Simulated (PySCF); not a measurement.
Spectrum to structure. Method used: TDDFT CAM-B3LYP/def2-SVPD, vertical, gas phase, core orbitals frozen in the response in PySCF. Geometries: PBE0-D3(BJ)/def2-SVP, one conformer each.

```tsv
state	ν̃ (cm⁻¹)	f	main configurations (H = HOMO, L = LUMO)
S1	47340	0.0001	H-2→L (30%), H-1→L+1 (18%), H-2→L+4 (10%)
S2	49280	0.0005	H-1→L+1 (18%), H-1→L (15%), H-2→L+1 (12%)
S3	49400	0.0000	H-1→L+1 (26%), H-2→L+1 (17%), H-1→L (13%)
S4	52320	0.0036	H→L (57%), H→L+1 (23%)
S5	56280	0.047	H→L+1 (53%), H→L (24%), H→L+2 (8%)
S6	59260	0.038	H→L+2 (40%), H→L+3 (26%)
S7	59810	0.0045	H-2→L+2 (41%), H→L+3 (14%), H-2→L+1 (10%)
S8	59860	0.025	H-1→L+2 (53%), H-1→L (13%)
S9	61330	0.013	H→L+4 (57%), H→L+2 (12%)
S10	63050	0.022	H→L+5 (28%)
```

Orbital energies (eV): HOMO-3 -10.63, HOMO-2 -9.36, HOMO-1 -9.34, HOMO -8.93, LUMO 0.63, LUMO+1 0.84, LUMO+2 1.05.

Problem. Which structure fits? All have the formula C3H11NOSi3.
A. `CC#C[Si@@H](O)N([SiH3])[SiH3]`
B. `CC[Si@H](O[SiH3])[SiH2]C#N`
C. `N#C[Si@@H](OCC)[SiH2][SiH3]`

Solution. A. Its S1, at 5.87 eV, is the lowest among the candidates; the nearest of the others has S1 at 6.16 eV. S1 is HOMO-2→LUMO (30%), HOMO-1→LUMO+1 (18%), HOMO-2→LUMO+4 (10%). Löwdin shares by element: HOMO nitrogen 47%, silicon 18% or more, hydrogen 6% or more (atoms not listed hold the other 30%); LUMO carbon 22% or more, silicon 16% or more, oxygen 13% (atoms not listed hold the other 49%). At the same level the other candidates give, for their lowest levels:
- `CC[Si@H](O[SiH3])[SiH2]C#N`: 6.24 eV (f 0.027); 6.54 eV (f 0.022); 7.03 eV (f 0.049); 7.08 eV (f 0.037); 7.16 eV (f 0.031); T1 5.51 eV; HOMO -9.32, LUMO 0.18 eV
- `CCO[Si@H](C#N)[SiH2][SiH3]`: 6.16 eV (f 0.067); 6.73 eV (f 0.010); 6.82 eV (f 0.008); 6.96 eV (f 0.047); 7.17 eV (f 0.157); T1 5.53 eV; HOMO -9.48, LUMO -0.09 eV

Shape of the structure used: `[CH3:1][C:2]#[C:3][Si@@H:4]([OH:5])[N:6]([SiH3:7])[SiH3:8]`: C3–Si4–N6–Si7 -6°, H–O5–Si4–C3 53°.
Triplets come from the Tamm–Dancoff approximation.
